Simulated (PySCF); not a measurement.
AlF3, charge +1, doublet, geometry from GFN2-xTB (such geometries of metal compounds can be far from the true shape) (a state made from the parent by changing its charge; the spin is typed, not shown lowest).

PySCF was given this input:
```python
from pyscf import gto, scf, dft

mol = gto.M(
    atom='''
Al   -0.000000    0.000000    0.000000
F    -1.404328   -0.874087    0.041043
F     0.004903    1.528487   -0.633683
F     1.399425   -0.654399    0.592640
''',
    basis='sto-3g',
    charge=1,
    spin=1,
    verbose=4,
)

mf = dft.UKS(mol)
mf.xc = 'm062x'
mf.kernel()
```

**Question.** What does this run give for the Mulliken (on the basis functions themselves) charges in atom order, nuclear repulsion energy, <S^2>, total energy, number of basis functions, HOMO energy?

**Answer.** 
```
Property                                                                                            Result
------------------------------------------------------------------  --------------------------------------
Mulliken (on the basis functions themselves) charges in atom order  Al1 1.23, F2 -0.08, F3 -0.08, F4 -0.08
nuclear repulsion energy                                                                       157.1229 Eh
<S^2>                                                                                                0.755
total energy                                                                                  -534.4728 Eh
number of basis functions                                                                               24
HOMO energy                                                                                      -14.49 eV
```

These values belong to the state on which the SCF converged, which isn't shown to be the lowest.
